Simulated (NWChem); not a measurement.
A calculation on arsine (H3As)

SMILES: [AsH3]
```xyz
4

As     0.0010     0.0726     0.0000
H     -0.6465    -0.7900     1.1000
H     -0.6465    -0.7900    -1.1000
H      1.2585    -0.8174     0.0000
```
Charge 0, spin multiplicity 1.

Program: NWChem. The geometry was optimised at PBE/def2-SVP, a minimum by its harmonic frequencies.

Symmetry labels belong to the abelian group Cs used in the runs, with the axes of the coordinates shown; states degenerate in a higher group split over its labels.

The Hamiltonian is non-relativistic.

Question: List the lowest 5 singlet excitations that CIS/def2-SVPD gives, with oscillator strengths.

Answer: 
```
state  symmetry  energy (eV)  wavelength (nm)      f
-----  --------  -----------  ---------------  -----
1            a'         7.53              165  0.204
2            a"         7.55              164  0.129
3            a'         7.55              164  0.129
4            a"        10.10              123  0.012
5            a'        10.10              123  0.012
```
